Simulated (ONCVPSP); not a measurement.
## An all-electron radial function and its pseudo partner (beryllium)

Columns: radius, all-electron u(r) and pseudo u(r) of the 2s shell (level -5.61 eV) of beryllium in the configuration [He] 2s2; PBE, scalar-relativistic, ONCV scheme, ONCVPSP 4.0.1.

```csv
r (bohr),all-electron,pseudo
0.082,-0.1735,0.0159
0.165,-0.2440,0.0332
0.248,-0.2490,0.0524
0.330,-0.2152,0.0740
0.413,-0.1580,0.0988
0.495,-0.0894,0.1266
0.578,-0.0146,0.1583
0.660,0.0600,0.1930
0.742,0.1327,0.2306
0.825,0.2022,0.2708
0.908,0.2667,0.3121
0.990,0.3247,0.3531
1.072,0.3772,0.3935
1.155,0.4249,0.4332
1.238,0.4674,0.4709
1.320,0.5042,0.5053
1.402,0.5358,0.5361
1.485,0.5629,0.5629
1.568,0.5852,0.5852
1.650,0.6029,0.6029
1.733,0.6167,0.6167
1.815,0.6267,0.6267
1.898,0.6333,0.6333
1.980,0.6367,0.6367
2.062,0.6374,0.6374
2.145,0.6356,0.6356
```

Task: How many radial nodes do the two functions have?

Result: The all-electron 2s function has n − l − 1 = 1; the pseudo-wave has 0, since the states of the same l below it are removed with the core.

Task: At about which radius was the pseudo-wave matched?

Result: 1.65 bohr. The columns agree to 0.0005 from 1.40 bohr on; several derivatives are matched, so the curves merge somewhat inside the radius.

Task: Where does each function peak?

Result: Outermost all-electron maximum near 2.06 bohr, pseudo maximum near 2.06 bohr (to the table’s step).

Task: Is the pseudo-wave norm-conserving?

Result: Yes: the ONCV scheme keeps the norm inside the radius equal to the all-electron one, which fixes the energy derivative of the logarithmic derivative at the level.
